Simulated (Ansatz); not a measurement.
An input meant for VH2Cl2 (charge 0, doublet).

```yaml
crystal:
  periodic: [false, false, false]
  atoms:
    - {symbol: V, position_ang: [-0.080956, -0.000123, -0.056715]}
    - {symbol: H, position_ang: [0.069862, -0.008837, 1.560141]}
    - {symbol: H, position_ang: [1.490126, 0.011270, -0.467375]}
    - {symbol: Cl, position_ang: [-0.750762, 1.969250, -0.506355]}
    - {symbol: Cl, position_ang: [-0.728269, -1.971550, -0.529706]}
basis:
  gaussian: {orbitals: aug-cc-pVDZ}
magnetization: {spin_polarized: true, initial_magnetization: 4}
hamiltonian: {xc: {name: r2SCAN50}, dispersion: d4}
scf: {omitted_lower_state_checks: [starts]}
output: {forces: true}
```

```sh
$ ansatz run in.yaml --threads 4 --pin off --events-out ev --progress --plain --max-ram 3916MiB
```

It prints (some lines left out):

```
Error: a molecule whose nuclei and cores have a total charge of 59 cannot have a net charge of 0 together with 4 unpaired electrons
```

(1) Something in this input is off. What?

## Answers

(1) The number of unpaired electrons doesn't fit the electron count. The program refused the input.
